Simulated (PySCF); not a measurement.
# Complete the spectrum of [Ti(OCHMe2)3Cl]

Compound: [Ti(OCHMe2)3Cl], C₉H₂₁ClO₃Ti (singlet state).
SMILES: `CC(C)[O][Ti]([Cl])([O]C(C)C)[O]C(C)C`

Theory: TDDFT PBE0/def2-SVPD, vertical, gas phase, core orbitals frozen in the response (PySCF). Geometry: PBE0-D3(BJ)/def2-SVP; no solvent, vibrations or thermal averaging. Note that the optimisation stopped short of convergence; the values belong to its last geometry.

Orbital energies (eV): HOMO-3 -8.65, HOMO-2 -8.07, HOMO-1 -7.98, HOMO -7.88, LUMO -1.40, LUMO+1 -1.22, LUMO+2 -0.71.

Lowest singlets, with some entries withheld (?).

```csv
state,ν̃ (cm⁻¹),f,"main configurations (H = HOMO, L = LUMO)"
S1,39800,0.0004,H-1→L (92%)
S2,40460,0.0088,?
S3,?,0.0012,"H→L+1 (51%), H-2→L (38%)"
S4,41760,?,"H-1→L+1 (33%), H-2→L (28%), H→L (18%)"
S5,42560,0.023,"H-1→L+1 (30%), H-2→L (29%), H→L+1 (27%)"
S6,?,0.028,?
S7,45430,0.0011,"H-1→L+2 (50%), H-3→L (12%), H→L+2 (10%)"
S8,45830,?,"H-3→L (70%), H-1→L+2 (12%)"
S9,46140,?,?
S10,46910,0.0088,"H-3→L+1 (38%), H-4→L (25%), H-4→L+1 (11%)"
```

Question: Supply the missing values.

Answer: 
- S2: H→L (66%), H-1→L+1 (10%), H→L+1 (9%)
- S3: ν̃ = 41160 cm⁻¹
- S4: f = 0.010
- S6: ν̃ = 43580 cm⁻¹; H-2→L+1 (64%), H-1→L+1 (18%)
- S8: f = 0.0080
- S9: f = 0.012; H→L+2 (67%), H-4→L (11%)

Question: What is the mean static polarisability from the same response equations?

Answer: 177.4 au (26.28 Å³), with principal values 154.2, 185.2 and 192.7 au.

Question: Where do the lowest triplets lie (Tamm–Dancoff)?

Answer: T1 4.65 eV, H→L (87%); T2 4.81 eV, H-1→L (82%), H→L+1 (11%); T3 4.86 eV, H-2→L (42%), H→L+1 (31%), H-1→L (8%); T4 4.90 eV, H-1→L+1 (57%), H-2→L+1 (20%). E(S1) − E(T1) = +0.29 eV.

Question: How far apart are S1 and S4, in eV and cm⁻¹?

Answer: 5.177 − 4.934 = 0.243 eV, or about 1960 cm⁻¹.

The run took 4.2 min wall, 9.0 min CPU on an Intel Xeon Platinum 8375C at 2.90 GHz with 2 threads (shared host), and the process peaked at 4.1 GiB of memory.
